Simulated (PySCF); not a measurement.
Excitation energy of Os by level of theory

Os [Xe] 4f14 5d6 6s2 (5D) → Os [Xe] 4f14 5d8 (3F), as a difference of total energies. Calculation: PySCF 2.14, in ANO-RCC-VTZP (8s7p5d3f2g1h, 104 functions); scalar relativity by spin-free X2C-1e. Correlated levels: valence: [Xe] 4f14 frozen. The calculations carry no spin-orbit coupling.

```csv
method,excitation energy (eV)
UHF,4.049
MP2 (valence),3.149
SCS-MP2 (valence),2.872
CCSD (valence),3.303
CCSD(T) (valence),3.103
```

Q: How much does correlation contribute at CCSD(T) (valence)?

A: 3.103 − (4.049) = -0.946 eV, measured against UHF.

A first-order spin-orbit estimate (lowest level to lowest level, LS coupling) adds -0.134 eV.
